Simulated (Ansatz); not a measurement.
**Nudged elastic band run: PdC₁₈**

Input:

```yaml
crystal:
  lattice:
    - [7.398, 0.0, 0.0]
    - [-3.699, 6.406856, 0.0]
    - [0.0, 0.0, 13.0]
  atoms:
    - { symbol: C, position: [0.00366156, 0.00255251, 0.07541103] }
    - { symbol: C, position: [0.2263753, 0.11488524, 0.07539315] }
    - { symbol: C, position: [0.00357945, 0.33566553, 0.07333106] }
    - { symbol: C, position: [0.22601308, 0.44844075, 0.07410315] }
    - { symbol: C, position: [0.00406545, 0.66903237, 0.07426581] }
    - { symbol: C, position: [0.22650659, 0.7817999, 0.07326932] }
    - { symbol: C, position: [0.33695716, 0.00248126, 0.07514695] }
    - { symbol: C, position: [0.55966383, 0.11491276, 0.07524652] }
    - { symbol: C, position: [0.33493476, 0.33437377, 0.07868782] }
    - { symbol: C, position: [0.55876319, 0.44622248, 0.08697174] }
    - { symbol: C, position: [0.33647455, 0.6690946, 0.07389403] }
    - { symbol: C, position: [0.55912013, 0.78306461, 0.07843211] }
    - { symbol: C, position: [0.67035123, 0.00257282, 0.07530245] }
    - { symbol: C, position: [0.89309119, 0.11499868, 0.07523393] }
    - { symbol: C, position: [0.67096617, 0.33444196, 0.07846323] }
    - { symbol: C, position: [0.89359207, 0.44836691, 0.07409929] }
    - { symbol: C, position: [0.67129281, 0.67124389, 0.08698489] }
    - { symbol: C, position: [0.89512607, 0.78305802, 0.07875211] }
    - { symbol: Pd, position: [0.61398102, 0.55865993, 0.2439349] }
basis:
  ecutwfc: 420.0
kpoints:
  mp_grid: { grid: [2, 2, 1] }
hamiltonian:
  xc: pbe
scf:
  occupations: { method: gaussian, width: 0.02 }
  lower_state_search: "off"
neb:
  images: 5
  f_tol: 0.05
  initial_path: linear
  max_iterations: 44
  spring: 10.0
  final_atoms:
    - { symbol: C, position: [0.00324903, 0.00675772, 0.07602964] }
    - { symbol: C, position: [0.22425334, 0.11525253, 0.07459112] }
    - { symbol: C, position: [0.00285458, 0.3390425, 0.07265247] }
    - { symbol: C, position: [0.22438477, 0.44876978, 0.07448926] }
    - { symbol: C, position: [0.00355561, 0.67182066, 0.07770555] }
    - { symbol: C, position: [0.2241925, 0.78171834, 0.0767071] }
    - { symbol: C, position: [0.33602607, 0.00538548, 0.07590558] }
    - { symbol: C, position: [0.55766585, 0.11525253, 0.07459112] }
    - { symbol: C, position: [0.33573544, 0.33836495, 0.07376953] }
    - { symbol: C, position: [0.55621681, 0.44576695, 0.07562155] }
    - { symbol: C, position: [0.33493172, 0.67182066, 0.07770555] }
    - { symbol: C, position: [0.55669337, 0.78282205, 0.08232695] }
    - { symbol: C, position: [0.67017536, 0.00675772, 0.07602964] }
    - { symbol: C, position: [0.89124855, 0.11583044, 0.07271183] }
    - { symbol: C, position: [0.66929617, 0.33836495, 0.07376953] }
    - { symbol: C, position: [0.89105167, 0.44876978, 0.07448926] }
    - { symbol: C, position: [0.66844753, 0.67022839, 0.08271659] }
    - { symbol: C, position: [0.89279534, 0.78282205, 0.08232695] }
    - { symbol: Pd, position: [0.69796698, 0.72926729, 0.24124547] }
  order_check: true
```

Launched with:

```bash
$ ansatz run input.yaml --threads 1 --pin off --max-ram 3072MiB --backend cpu --events-out ev --progress --plain --runs-dir out
```

Output, in part (warnings, iteration lines):

```
NEB end point (image 0): max|allowed force component| = 2.172e-2 eV/Å (the criterion of neb.relax_end_points is 1.000e-2)
NEB end point (image 6): max|allowed force component| = 2.599e-2 eV/Å (the criterion of neb.relax_end_points is 1.000e-2)
NEB iter   1: max|band force component| = 3.261e-1 eV/Å  barrier→ = 0.0844 eV  barrier← = 0.0439 eV  CI = image 4  Δτ_max = 0.0745 Å  (89 SCF iters)
NEB iter   2: max|band force component| = 2.080e-1 eV/Å  barrier→ = 0.0830 eV  barrier← = 0.0425 eV  CI = image 4  Δτ_max = 0.0316 Å  (54 SCF iters)
NEB iter   3: max|band force component| = 2.146e-1 eV/Å  barrier→ = 0.0836 eV  barrier← = 0.0431 eV  CI = image 4  Δτ_max = 0.0158 Å  (55 SCF iters)
NEB iter   4: max|band force component| = 1.248e-1 eV/Å  barrier→ = 0.0816 eV  barrier← = 0.0411 eV  CI = image 4  Δτ_max = 0.0317 Å  (45 SCF iters)
NEB iter   5: max|band force component| = 1.024e-1 eV/Å  barrier→ = 0.0759 eV  barrier← = 0.0354 eV  CI = image 4  Δτ_max = 0.0317 Å  (38 SCF iters)
NEB iter   6: max|band force component| = 3.681e-1 eV/Å  barrier→ = 0.0769 eV  barrier← = 0.0364 eV  CI = image 4  Δτ_max = 0.0158 Å  (31 SCF iters)
NEB iter   7: max|band force component| = 1.231e-1 eV/Å  barrier→ = 0.0732 eV  barrier← = 0.0327 eV  CI = image 4  Δτ_max = 0.0317 Å  (33 SCF iters)
NEB iter   8: max|band force component| = 1.605e-1 eV/Å  barrier→ = 0.0728 eV  barrier← = 0.0323 eV  CI = image 4  Δτ_max = 0.0158 Å  (37 SCF iters)
[... lines left out ...]
NEB iter  22: max|band force component| = 2.221e-1 eV/Å  barrier→ = 0.0404 eV  barrier← = -0.0001 eV  CI = image 3  Δτ_max = 0.0193 Å  (36 SCF iters)
NEB iter  23: max|band force component| = 6.167e-2 eV/Å  barrier→ = 0.0404 eV  barrier← = -0.0001 eV  CI = image 3  Δτ_max = 0.0109 Å  (24 SCF iters)
NEB iter  24: max|band force component| = 1.266e-1 eV/Å  barrier→ = 0.0404 eV  barrier← = -0.0001 eV  CI = image 3  Δτ_max = 0.0054 Å  (21 SCF iters)
```

It converged. The highest image is an end point: on this band no image between the ends rises above it. Between wells the path still climbs a hump at image 3, 0.04 eV above the well before it. Limits of this set-up: coarse k mesh, slab without dipole correction.

Final band:

```
image  path coordinate (Å)  energy (eV)
    0                 0.00        0.000
    1                 0.21        0.012
    2                 0.41        0.031
    3                 0.62        0.040
    4                 0.94        0.021
    5                 1.26        0.021
    6                 1.58        0.040
```

Time of the run: 24 min on 1 thread of Arm Neoverse V1, on a shared host, peak memory 1.1 GiB.
